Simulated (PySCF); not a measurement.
Geometry:
```tsv
atom	x (Å)	y (Å)	z (Å)
C1	3.008	0.487	-0.262
N2	2.310	-0.532	-0.012
C3	0.944	-0.514	-0.145
C4	0.134	-1.664	-0.272
C5	-1.148	-1.176	-0.324
N6	-1.067	0.168	-0.216
C7	-2.152	1.104	-0.182
N8	0.185	0.583	-0.114
H9	4.074	0.419	-0.099
H10	2.609	1.432	-0.633
H11	0.463	-2.679	-0.331
H12	-2.092	-1.673	-0.420
H13	-2.845	0.859	0.625
H14	-2.695	1.101	-1.129
H15	-1.732	2.093	-0.011
```

Geometry: GFN2-xTB; GIAO shifts from PySCF 2.14, gas phase, non-relativistic, averaged over equivalent atoms.

At PBE/pcSseg-1 (171 basis functions, 120 s wall time (100 s CPU) on 1 thread of an Intel Xeon, shared host):
```csv
atoms,δ (ppm)
C3,159.0
C1,149.9
C5,128.8
C4,114.0
C7,40.4
N2,375.5
N8,317.9
N6,220.0
H10,8.39
H9,7.15
H12,7.14
H11,6.52
H13/H14/H15,3.99
```

Chemical shifts δ = σref − σ; TMS for $^{13}$C (σ = 182.62 ppm), $^{1}$H (σ = 31.64 ppm); $^{15}$N (σ = 267.34 ppm) against NH3, all at this level.

Problem. Predict the values at LDA/pcSseg-1 on the same geometry.

Solution. 
```json
{"atoms": "C3", "δ at LDA/pcSseg-1": "164.4", "change": "+5.4"}
{"atoms": "C1", "δ at LDA/pcSseg-1": "158.4", "change": "+8.5"}
{"atoms": "C5", "δ at LDA/pcSseg-1": "133.9", "change": "+5.1"}
{"atoms": "C4", "δ at LDA/pcSseg-1": "119.9", "change": "+5.9"}
{"atoms": "C7", "δ at LDA/pcSseg-1": "40.3", "change": "-0.1"}
{"atoms": "N2", "δ at LDA/pcSseg-1": "397.4", "change": "+21.9"}
{"atoms": "N8", "δ at LDA/pcSseg-1": "330.5", "change": "+12.6"}
{"atoms": "N6", "δ at LDA/pcSseg-1": "230.2", "change": "+10.2"}
{"atoms": "H10", "δ at LDA/pcSseg-1": "8.54", "change": "+0.15"}
{"atoms": "H9", "δ at LDA/pcSseg-1": "7.29", "change": "+0.14"}
{"atoms": "H12", "δ at LDA/pcSseg-1": "7.17", "change": "+0.03"}
{"atoms": "H11", "δ at LDA/pcSseg-1": "6.63", "change": "+0.11"}
{"atoms": "H13/H14/H15", "δ at LDA/pcSseg-1": "4.03", "change": "+0.04"}
```

δ = σ(ref) − σ, references computed at the same level: TMS for $^{13}$C (183.31 ppm), $^{1}$H (31.27 ppm); NH3 for $^{15}$N (273.93 ppm).

The largest change is at N2 (imine nitrogen). Cost: 171 basis functions, 2.2 min wall time (110 s CPU) on 1 thread of an Intel Xeon, shared host. The order of the carbon signals is the same at both levels.

Experimental scales use liquid or dissolved standards, which lie at an offset from isolated NH3 (liquid NH3: subtract about 20 ppm). Unscaled 15N shifts of sp2 nitrogen come out 20 to 40 ppm too high even then.
